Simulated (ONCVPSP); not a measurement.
# What one change does to a pseudopotential (silicon (Si), ONCV)

| Property | Result |
| --- | --- |
| Element | silicon (Si) |
| Generator | ONCVPSP 4.0.1 |
| Type | optimised norm-conserving Vanderbilt (ONCV) |
| Functional | LDA (Perdew-Zunger) |
| Relativity | scalar-relativistic |
| Frozen core | [He] |
| Valence charge | 12 |
| Reference configuration | 2s2 2p6 3s2 3p2 |
| Partial waves | 2s+3s: rc 1.00 bohr, ncon 3, nbas 7, qcut 10.9 1/bohr, 2 projectors; 2p+3p: rc 0.80 bohr, ncon 4, nbas 7, qcut 15.1 1/bohr, 2 projectors |
| Local potential | polynomial inside 0.50 bohr (lpopt 2, dvloc0 0 Ha) |
| Core correction | none |

Change: p: rc 0.54.

Cutoffs: the cutoffs (Ha) at which the residual kinetic energy of the hardest occupied pseudo-wave falls to 1 and 0.1 mHa per electron; they do not see the model core or the augmentation charge, which bear on the density cutoff. Errors are all-electron minus pseudo energies relative to the spin-unpolarised reference configuration.

Task: How do hardness, ghosts and transferability respond?

Result: The potential gets harder (104 Ha and 161 Ha → 484 Ha and 568 Ha); of the 4 tests that both files solve, the error grows in 0 and shrinks in 3 by more than 15 % and 0.3 meV (median size 1.6 → 1.0 meV); neither file shows a bound ghost. A smaller radius makes the pseudo-wave follow the all-electron one further in, where it bends more sharply, so more plane waves are needed. Less of the atom is replaced, so other configurations are described better.

| quantity | base | changed |
| --- | --- | --- |
| cutoff, loose | 104 Ha | 484 Ha |
| cutoff, tight | 161 Ha | 568 Ha |
| loose cutoff by channel | s 32 Ha, p 104 Ha | s 32 Ha, p 484 Ha |
| bound ghosts | none | none |
| GHOST(+) flags under 300 eV | none | none |
| error for 2s2 2p6 3s2 3p1, meV [ΔE 7.83 eV] | +0.4 | +0.2 |
| error for 2s2 2p6 3s2 3p0, meV [ΔE 23.94 eV] | +2.4 | +1.4 |
| error for 2s2 2p6 3s1 3p0, meV [ΔE 58.09 eV] | +0.8 | -0.5 |
| error for 2s1 2p6 3s2 3p2, meV [ΔE 152.29 eV] | -370 | -283 |
| s: phases at 1.01 bohr within 0.05 rad from the reference energy up to (Ha; the scan ends near 5) | to the end of the scan | to the end of the scan |
